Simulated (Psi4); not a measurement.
C2H3O, charge +1, singlet, geometry from GFN2-xTB; MP2/6-311G** run with Psi4 1.11.

The Psi4 input:
```
memory 2 GB

molecule mol {
1 1
  C    -0.011662   -0.089453   -1.265135
  C    -0.007575   -0.000083   -0.007408
  H     0.048658    0.768160   -1.928123
  H    -0.057038   -1.033270   -1.799776
  O     0.100241    0.079345    1.196210
  H    -0.678127    0.167568    1.793477
}

set basis 6-311g**
set reference rhf

energy('mp2')
print_variables()
```

Output, abridged:

```
    SCF Algorithm Type (re)set to DF.

   => Loading Basis Set <=

    Name: 6-311G**
    Role: ORBITAL
    Keyword: BASIS

         ---------------------------------------------------------
                                   SCF
               by Justin Turney, Rob Parrish, Andy Simmonett
                          and Daniel G. A. Smith
                              RHF Reference
         ---------------------------------------------------------

  ==> Geometry <==

    Molecular point group: c1
    Full point group: C1

    Geometry (in Angstrom), charge = 1, multiplicity = 1:

       Center              X                  Y                   Z               Mass
    ------------   -----------------  -----------------  -----------------  -----------------
         C           -0.027483682343    -0.091693419314    -1.309609047383    12.000000000000
         C           -0.023396682343    -0.002323419314    -0.051882047383    12.000000000000
         H            0.032836317657     0.765919580686    -1.972597047383     1.007825032230
         H           -0.072859682343    -1.035510419314    -1.844250047383     1.007825032230
         O            0.084419317657     0.077104580686     1.151735952617    15.994914619570
         H           -0.693948682343     0.165327580686     1.749002952617     1.007825032230

  Running in c1 symmetry.

  Rotational constants: A =      7.48249  B =      0.31729  C =      0.31116 [cm^-1]
  Rotational constants: A = 224319.49684  B =   9512.03413  C =   9328.47545 [MHz]
  Nuclear repulsion =   65.453796874972639

  Charge       = 1
  Multiplicity = 1
  Electrons    = 22
  Nalpha       = 11
  Nbeta        = 11

  ==> Algorithm <==

  SCF Algorithm Type is DF.
  DIIS enabled.
  MOM disabled.
  Fractional occupation disabled.
  Guess Type is SAD.
  Energy threshold   = 1.00e-08
  Density threshold  = 1.00e-08
  Integral threshold = 1.00e-12

  ==> Primary Basis <==

  Basis Set: 6-311G**
    Blend: 6-311G**
    Number of shells: 36
    Number of basis functions: 72
    Number of Cartesian functions: 75
    Spherical Harmonics?: true
    Max angular momentum: 2

   => Loading Basis Set <=

    Name: (6-311G** AUX)
    Role: JKFIT
    Keyword: DF_BASIS_SCF

  ==> Integral Setup <==

  SCF_SUBTYPE=INCORE selected. In-core MEM_DF algorithm will be used.
  Using in-core AOs.

  ==> MemDFJK: Density-Fitted J/K Matrices <==

    J tasked:                   Yes
    K tasked:                   Yes
    wK tasked:                   No
    Algorithm:                 Core
    Schwarz Cutoff:           1E-12
    Mask sparsity (%):       0.6559
    Fitting Condition:        1E-10

   => Auxiliary Basis Set <=

  Basis Set: (6-311G** AUX)
    Blend: CC-PVTZ-JKFIT
    Number of shells: 105
    Number of basis functions: 327
    Number of Cartesian functions: 393
    Spherical Harmonics?: true
    Max angular momentum: 4

  Minimum eigenvalue in the overlap matrix is 1.5072486812E-03.
  Reciprocal condition number of the overlap matrix is 2.9015561610E-04.
    Using symmetric orthogonalization.

  ==> Pre-Iterations <==

  SCF Guess: Superposition of Atomic Densities via on-the-fly atomic UHF (no occupation information).

   -------------------------
    Irrep   Nso     Nmo
   -------------------------
     A         72      72
   -------------------------
    Total      72      72
   -------------------------

  ==> Iterations <==

                           Total Energy        Delta E     RMS |[F,P]|

   @DF-RHF iter SAD:  -151.71846761119707   -1.51718e+02   0.00000e+00
   @DF-RHF iter   1:  -151.93844385218080   -2.19976e-01   5.38687e-03 DIIS/ADIIS
   @DF-RHF iter   2:  -152.00625068726021   -6.78068e-02   2.71910e-03 DIIS/ADIIS
   @DF-RHF iter   3:  -152.02517270062063   -1.89220e-02   6.59658e-04 DIIS/ADIIS
   @DF-RHF iter   4:  -152.02809915611672   -2.92646e-03   2.50952e-04 DIIS/ADIIS
   @DF-RHF iter   5:  -152.02865571790167   -5.56562e-04   1.01399e-04 DIIS/ADIIS
   @DF-RHF iter   6:  -152.02873792419359   -8.22063e-05   3.87750e-05 DIIS
   @DF-RHF iter   7:  -152.02874524604186   -7.32185e-06   1.22175e-05 DIIS
   @DF-RHF iter   8:  -152.02874594472644   -6.98685e-07   2.52497e-06 DIIS
   @DF-RHF iter   9:  -152.02874598182066   -3.70942e-08   6.21341e-07 DIIS
   @DF-RHF iter  10:  -152.02874598427579   -2.45512e-09   1.55936e-07 DIIS
   @DF-RHF iter  11:  -152.02874598448997   -2.14186e-10   4.17691e-08 DIIS
   @DF-RHF iter  12:  -152.02874598450398   -1.40119e-11   7.59276e-09 DIIS
  Energy and wave function converged.

  ==> Post-Iterations <==

    Orbital Energies [Eh]
    ---------------------

    Doubly Occupied:

       1A    -20.950869     2A    -11.657948     3A    -11.515207
       4A     -1.793274     5A     -1.340950     6A     -1.172783
       7A     -0.981998     8A     -0.955893     9A     -0.934186
      10A     -0.834538    11A     -0.672788

    Virtual:

      12A     -0.151509    13A     -0.089071    14A     -0.062074
      15A     -0.014334    16A      0.041083    17A      0.127047
      18A      0.192761    19A      0.301010    20A      0.311591
      21A      0.322543    22A      0.353009    23A      0.386511
      24A      0.424675    25A      0.463446    26A      0.568042
      27A      0.626082    28A      0.650359    29A      0.796183
      30A      0.842044    31A      0.864042    32A      0.983597
      33A      0.991117    34A      1.145018    35A      1.226584
      36A      1.244076    37A      1.329786    38A      1.398648
      39A      1.430663    40A      1.527983    41A      1.530614
      42A      1.560635    43A      1.681264    44A      1.829899
      45A      1.925054    46A      1.929851    47A      2.015795
      48A      2.168429    49A      2.214872    50A      2.409559
      51A      2.480030    52A      2.514441    53A      2.626955
      54A      2.670689    55A      2.696771    56A      2.838776
      57A      2.955213    58A      2.964052    59A      3.094141
      60A      3.257822    61A      3.460637    62A      3.555886
      63A      3.688886    64A      3.851205    65A      3.859344
      66A      4.086066    67A      5.141700    68A      5.360227
      69A      5.982146    70A     24.516531    71A     25.645899
      72A     51.341280

    Final Occupation by Irrep:
              A
    DOCC [    11 ]
    NA   [    11 ]
    NB   [    11 ]

  @DF-RHF Final Energy:  -152.02874598450398

   => Energetics <=

    Nuclear Repulsion Energy =             65.4537968749726389
    One-Electron Energy =                -329.3442164066149189
    Two-Electron Energy =                 111.8616735471382952
    Total Energy =                       -152.0287459845039848

Computation Completed

Properties will be evaluated at   0.000000,   0.000000,   0.000000 [a0]

Properties computed using the SCF density matrix

 Multipole Moments:

 ------------------------------------------------------------------------------------
     Multipole            Electronic (a.u.)      Nuclear  (a.u.)        Total (a.u.)
 ------------------------------------------------------------------------------------

 L = 1.  Multiply by 2.5417464519 to convert [e a0] to [Debye]
 Dipole X            :         -0.0239678           -0.6876708           -0.7116385
 Dipole Y            :          0.1263376           -0.0973731            0.0289645
 Dipole Z            :          1.7534881           -1.9330067           -0.1795186
 Magnitude           :                                                    0.7345034

 ------------------------------------------------------------------------------------

  //>>>>>>>>>>>>>>>>>>>>>>>>>>>>>>>>>>>//
  //               DFMP2               //
  //<<<<<<<<<<<<<<<<<<<<<<<<<<<<<<<<<<<//

   => Loading Basis Set <=

    Name: (6-311G** AUX)
    Role: RIFIT
    Keyword: DF_BASIS_MP2

	 --------------------------------------------------------
	                          DF-MP2
	      2nd-Order Density-Fitted Moller-Plesset Theory

	        Rob Parrish, Justin Turney, Andy Simmonett,
	           Ed Hohenstein, and C. David Sherrill
	 --------------------------------------------------------

   => Auxiliary Basis Set <=

  Basis Set: (6-311G** AUX)
    Blend: CC-PVTZ-RI
    Number of shells: 99
    Number of basis functions: 333
    Number of Cartesian functions: 408
    Spherical Harmonics?: true
    Max angular momentum: 4

	 --------------------------------------------------------
	                 NBF =    72, NAUX =   333
	 --------------------------------------------------------
	   CLASS    FOCC     OCC    AOCC    AVIR     VIR    FVIR
	   PAIRS       0      11      11      61      61       0
	 --------------------------------------------------------

	-----------------------------------------------------------
	 ==================> DF-MP2 Energies <====================
	-----------------------------------------------------------
	 Reference Energy          =    -152.0287459845039848 [Eh]
	 Singles Energy            =      -0.0000000000000000 [Eh]
	 Same-Spin Energy          =      -0.1196676544946638 [Eh]
	 Opposite-Spin Energy      =      -0.3867843097903663 [Eh]
	 Correlation Energy        =      -0.5064519642850301 [Eh]
	 Total Energy              =    -152.5351979487890048 [Eh]
	-----------------------------------------------------------
	 ================> DF-SCS-MP2 Energies <==================
	-----------------------------------------------------------
	 SCS Same-Spin Scale       =       0.3333333333333333 [-]
	 SCS Opposite-Spin Scale   =       1.2000000000000000 [-]
	 SCS Same-Spin Energy      =      -0.0398892181648879 [Eh]
	 SCS Opposite-Spin Energy  =      -0.4641411717484396 [Eh]
	 SCS Correlation Energy    =      -0.5040303899133275 [Eh]
	 SCS Total Energy          =    -152.5327763744173240 [Eh]
	-----------------------------------------------------------

  Variable Map:
  ----------------------------------------------------------------------------
  "CURRENT CORRELATION ENERGY"           =>      -0.506451964285
  "CURRENT ENERGY"                       =>    -152.535197948789
  "CURRENT REFERENCE ENERGY"             =>    -152.028745984504
  "CUSTOM SCS-MP2 CORRELATION ENERGY"    =>      -0.504030389913
  "CUSTOM SCS-MP2 TOTAL ENERGY"          =>    -152.532776374417
  "DD SOLVATION ENERGY"                  =>       0.000000000000
  "HF KINETIC ENERGY"                    =>     151.957386538534
  "HF POTENTIAL ENERGY"                  =>    -303.986132523038
  "HF TOTAL ENERGY"                      =>    -152.028745984504
  "HF VIRIAL RATIO"                      =>       2.000469601693
  "MP2 CORRELATION ENERGY"               =>      -0.506451964285
  "MP2 DOUBLES ENERGY"                   =>      -0.506451964285
  "MP2 OPPOSITE-SPIN CORRELATION ENERGY" =>      -0.386784309790
  "MP2 SAME-SPIN CORRELATION ENERGY"     =>      -0.119667654495
  "MP2 SINGLES ENERGY"                   =>      -0.000000000000
  "MP2 TOTAL ENERGY"                     =>    -152.535197948789
  "NUCLEAR REPULSION ENERGY"             =>      65.453796874973
  "ONE-ELECTRON ENERGY"                  =>    -329.344216406615
  "PCM POLARIZATION ENERGY"              =>       0.000000000000
  "PE ENERGY"                            =>       0.000000000000
  "SCF ITERATION ENERGY"                 =>    -152.028745984504
  "SCF ITERATIONS"                       =>      12.000000000000
  "SCF TOTAL ENERGY"                     =>    -152.028745984504
  "SCS-MP2 CORRELATION ENERGY"           =>      -0.504030389913
  "SCS-MP2 TOTAL ENERGY"                 =>    -152.532776374417
  "TWO-ELECTRON ENERGY"                  =>     111.861673547138

  Array Variable Map:
  ----------------------------------------------------------------------------
  "CURRENT DIPOLE"                       =>      -0.711638526832 ... -0.179518557725 1 by 3
  "SCF DIPOLE"                           =>      -0.711638526832 ... -0.179518557725 1 by 3
  "SCF TOTAL ENERGIES"                   =>    -151.718467611197 ... -152.028745984504 1 by 13
```
